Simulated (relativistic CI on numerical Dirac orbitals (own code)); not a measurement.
Ca VI: computed level list

Method of calculation: Dirac-Coulomb-Breit CI, KLI orbitals optimised for each configuration, model QED (radiative potential, 1s self-energy scaled to tabulated hydrogen-like ionisation energies), valence Slater integrals scaled by 0.9, configuration energies shifted to the measured levels that pair with them (semi-empirical) (own radial code, finite nucleus).

Configuration list (outside the closed core [Ne]): 3s2 3p3, 3s 3p4, 3s2 3p2 4s, 3s2 3p2 3d, 3p5, 3s2 3p 3d2, 3s 3p3 3d, 3p3 3d2, 3p4 3d, 3s2 3p2 4p, 3s 3p2 3d2, 3s2 3p2 4d, 3s2 3p2 4f, 3s2 3p2 5s, 3s 3p3 4s, 3s2 3p2 5p, 3s 3p3 4p, 3s2 3p2 5d, 3s2 3p2 5f, 3s2 3p2 5g, 3s2 3p 3d 4s, 3s 3p3 4d, 3s2 3p 3d 4p, 3s 3p3 4f, 3s 3p3 5s, 3s 3p3 5p, 3p4 4s, 3s 3p3 5d, 3s 3p3 5f, 3s 3p3 5g. Levels of other configurations are missing.

The lowest level is 3s2 3p3 4S°_3/2, with 96 % of that term; Hund's rules for 3s2 3p3 give 4S° with J = 3/2, in agreement.

```csv
No.,Configuration,Term,J,E (cm⁻¹),%,Landé g,jj configuration (%)
1,3s2 3p3,4S°,3/2,0,96,2.000,3p1/2 3p3/2^2 (53)
2,3s2 3p3,2D°,3/2,27082,94,0.812,3p1/2 3p3/2^2 (43)
3,3s2 3p3,2D°,5/2,27499,96,1.200,3p1/2 3p3/2^2 (96)
4,3s2 3p3,2P°,1/2,44254,95,0.665,3p1/2 3p3/2^2 (95)
5,3s2 3p3,2P°,3/2,44810,93,1.323,3p3/2^3 (62)
6,3s 3p4(3P),4P,5/2,155810,87,1.600,3s 3p3/2^2 (62)
7,3s 3p4(3P),4P,3/2,157767,87,1.734,3s 3p1/2 3p3/2^3 (76)
8,3s 3p4(3P),4P,1/2,158817,87,2.669,3s 3p3/2^4 (36)
9,3s 3p4(1D),2D,3/2,193721,75,0.801,3s 3p1/2 3p3/2^3 (48)
10,3s 3p4(1D),2D,5/2,193914,75,1.201,3s 3p1/2 3p3/2^3 (53)
11,3p2(3P) 3d‡,2P,3/2,221322,58,1.332,3p1/2 3p3/2 3d5/2 (24)
12,3p2(3P) 3d‡,2P,1/2,223346,56,0.706,3p3/2^2 3d5/2 (32)
13,3s 3p4(1S),2S,1/2,232127,76,1.961,3s 3p3/2^2 (44)
14,3p2(3P) 3d‡,4F,3/2,242530,96,0.405,3p1/2 3p3/2 3d3/2 (37)
15,3p2(3P) 3d‡,4F,5/2,243239,96,1.034,3p1/2 3p3/2 3d3/2 (57)
16,3p2(3P) 3d‡,4F,7/2,244276,96,1.241,3p1/2 3p3/2 3d5/2 (60)
17,3p2(3P) 3d‡,4F,9/2,245661,97,1.333,3p3/2^2 3d5/2 (60)
18,3p2(3P) 3d‡,4D,1/2,250372,96,-0.001,3p1/2 3p3/2 3d3/2 (76)
19,3p2(3P) 3d‡,4D,5/2,250489,63,1.196,3p1/2 3p3/2 3d3/2 (49)
20,3p2(3P) 3d‡,4D,3/2,250605,96,1.194,3p1/2 3p3/2 3d3/2 (34)
21,3p2(3P) 3d‡,4D,7/2,250829,72,1.357,3p1/2 3p3/2 3d5/2 (65)
22,3p2(1D) 3d‡,2F,5/2,252092,64,1.028,3p1/2 3p3/2 3d5/2 (51)
23,3p2(1D) 3d‡,2F,7/2,254383,73,1.212,3p3/2^2 3d5/2 (85)
24,3p2(1D) 3d‡,2G,7/2,280575,97,0.889,3p1/2 3p3/2 3d3/2 (55)
25,3p2(1D) 3d‡,2G,9/2,280881,97,1.112,3p1/2 3p3/2 3d5/2 (60)
26,3s 3p4(3P),2P,3/2,292845,49,1.332,3p1/2 3p3/2 3d5/2 (31)
27,3s 3p4(3P),2P,1/2,295340,48,0.706,3s 3p1/2 3p3/2^3 (29)
28,3p2(3P) 3d‡,4P,5/2,295412,85,1.598,3p1/2 3p3/2 3d5/2 (45)
29,3p2(3P) 3d‡,4P,3/2,296509,85,1.728,3p1/2 3p3/2 3d3/2 (28)
30,3p2(3P) 3d‡,4P,1/2,297126,84,2.628,3p3/2^2 3d3/2 (49)
31,3p2(1S) 3d‡,2D,3/2,301893,93,0.807,3p1/2^2 3d3/2 (34)
32,3p2(1S) 3d‡,2D,5/2,304716,93,1.202,3p3/2^2 3d5/2 (63)
33,3p2(1D) 3d‡,2D,5/2,318845,80,1.200,3p1/2 3p3/2 3d5/2 (46)
34,3p2(1D) 3d‡,2D,3/2,319346,78,0.801,3p1/2 3p3/2 3d3/2 (33)
35,3p2(1D) 3d‡,2S,1/2,330009,71,1.908,3p1/2 3p3/2 3d5/2 (50)
36,3p2(1D) 3d‡,2P,1/2,332766,83,0.761,3p1/2 3p3/2 3d3/2 (44)
37,3p2(1D) 3d‡,2P,3/2,333796,90,1.332,3p3/2^2 3d5/2 (46)
38,3p2(3P) 3d‡,2F,5/2,334813,94,0.864,3p1/2 3p3/2 3d3/2 (27)
39,3p2(3P) 3d‡,2F,7/2,335162,96,1.143,3p1/2 3p3/2 3d5/2 (60)
40,3p2(3P) 3d‡,2D,5/2,348938,91,1.193,3p3/2^2 3d5/2 (48)
41,3p2(3P) 3d‡,2D,3/2,349995,94,0.800,3p3/2^2 3d3/2 (49)
42,3s 3p3(4S°)<5S°> 3d‡,6D°,1/2,350463,100,3.337,3s 3p1/2 3p3/2^2 3d3/2 (53)
43,3s 3p3(4S°)<5S°> 3d‡,6D°,3/2,350488,100,1.868,3s 3p1/2 3p3/2^2 3d3/2 (47)
44,3s 3p3(4S°)<5S°> 3d‡,6D°,5/2,350531,100,1.658,3s 3p1/2 3p3/2^2 3d3/2 (36)
45,3s 3p3(4S°)<5S°> 3d‡,6D°,7/2,350594,100,1.588,3s 3p1/2 3p3/2^2 3d5/2 (34)
46,3s 3p3(4S°)<5S°> 3d‡,6D°,9/2,350683,100,1.556,3s 3p1/2 3p3/2^2 3d5/2 (56)
47,3p5‡,2P°,3/2,364771,56,1.334,3p3/2^3 (56)
48,3p5‡,2P°,1/2,367847,55,0.665,3p1/2 3p3/2^4 (55)
49,3s 3p3(2D°)<3D°> 3d‡,4D°,7/2,383249,93,1.428,3s 3p1/2 3p3/2^2 3d5/2 (56)
50,3s 3p3(2D°)<3D°> 3d‡,4D°,5/2,383337,93,1.370,3s 3p1/2 3p3/2^2 3d3/2 (25)
51,3s 3p3(2D°)<3D°> 3d‡,4D°,3/2,383505,93,1.197,3s 3p1/2 3p3/2^2 3d3/2 (31)
52,3s 3p3(2D°)<3D°> 3d‡,4D°,1/2,383654,93,-0.002,3s 3p1/2 3p3/2^2 3d5/2 (47)
53,3s 3p3(2D°)<3D°> 3d‡,4F°,3/2,391568,89,0.402,3s 3p1/2 3p3/2^2 3d3/2 (44)
54,3s 3p3(2D°)<3D°> 3d‡,4F°,5/2,391986,88,1.030,3s 3p1/2 3p3/2^2 3d3/2 (44)
55,3s 3p3(2D°)<3D°> 3d‡,4F°,7/2,392548,89,1.239,3s 3p1/2 3p3/2^2 3d3/2 (34)
56,3s 3p3(2D°)<3D°> 3d‡,4F°,9/2,393260,89,1.334,3s 3p1/2 3p3/2^2 3d5/2 (63)
57,3s 3p3(2D°)<3D°> 3d‡,2S°,1/2,408275,83,2.003,3s 3p1/2 3p3/2^2 3d5/2 (49)
58,3s 3p3(2D°)<3D°> 3d‡,4G°,5/2,414463,92,0.571,3s 3p1/2 3p3/2^2 3d3/2 (40)
59,3s 3p3(2D°)<3D°> 3d‡,4G°,7/2,414599,92,0.985,3s 3p1/2 3p3/2^2 3d3/2 (42)
60,3s 3p3(2D°)<3D°> 3d‡,4G°,9/2,414782,92,1.172,3s 3p1/2 3p3/2^2 3d5/2 (40)
61,3s 3p3(2D°)<3D°> 3d‡,4G°,11/2,415019,92,1.273,3s 3p1/2 3p3/2^2 3d5/2 (92)
62,3s 3p3(2D°)<3D°> 3d‡,2G°,7/2,431281,87,0.889,3s 3p1/2 3p3/2^2 3d5/2 (36)
63,3s 3p3(2D°)<3D°> 3d‡,2G°,9/2,431338,87,1.112,3s 3p1/2 3p3/2^2 3d3/2 (48)
64,3p2(3P) 4s,4P,1/2,433822,97,2.653,3p1/2^2 4s (54)
65,3s 3p3(2P°)<3P°> 3d‡,4D°,1/2,434995,73,0.500,3s 3p3/2 3d3/2 (43)
66,3s 3p3(2P°)<3P°> 3d‡,4P°,1/2,435255,71,2.166,3s 3p3/2 3d3/2 (28)
67,3p2(3P) 4s,4P,3/2,435286,97,1.731,3p1/2 3p3/2 4s (92)
68,3s 3p3(2P°)<3P°> 3d‡,4D°,3/2,435452,59,1.365,3s 3p3/2 3d3/2 (45)
69,3s 3p3(2P°)<3P°> 3d‡,4P°,3/2,435976,59,1.560,3s 3p3/2 3d5/2 (29)
70,3s 3p3(2P°)<3P°> 3d‡,4D°,5/2,436367,61,1.420,3s 3p3/2 3d3/2 (26)
```

Energies count from the lowest computed level; ° marks odd parity. Percentages are summed over parent terms; the parents shown are those of the largest component, closed shells are left out there, and <> holds an intermediate term. Filled j subshells are mostly left out of the jj labels. ‡ marks configurations that were not tied to measured data.

The mean weight of the leading LS term, summed over parents, in these 70 levels is 84 %, and that of the leading jj configuration (from the same eigenvectors) 49 %, so LS coupling describes them better.

Configurations whose levels could be paired with our table of measured levels were shifted onto them, all but the ground configuration, by the median error of their levels; single terms can still be off by 1,000 to 2,000 cm⁻¹ or more, and rates follow the energies as ν³ (E1, M1) or ν⁵ (E2). The others borrow a shift and can be off by several thousand cm⁻¹ or more. 6 of the 6 excited levels that our extract of the measured tables holds in this range could be paired (the sources list more); they are missed by 11 cm⁻¹ on average and 27 at most, after the shifts were fitted to these levels, and levels without a partner can miss by more. Some levels of the ground configuration have no partner and can miss by 10 % or more.

LS names give the leading component of a level, which can be under half, so a name can repeat, a term be missing and a line seem to break the LS rules.
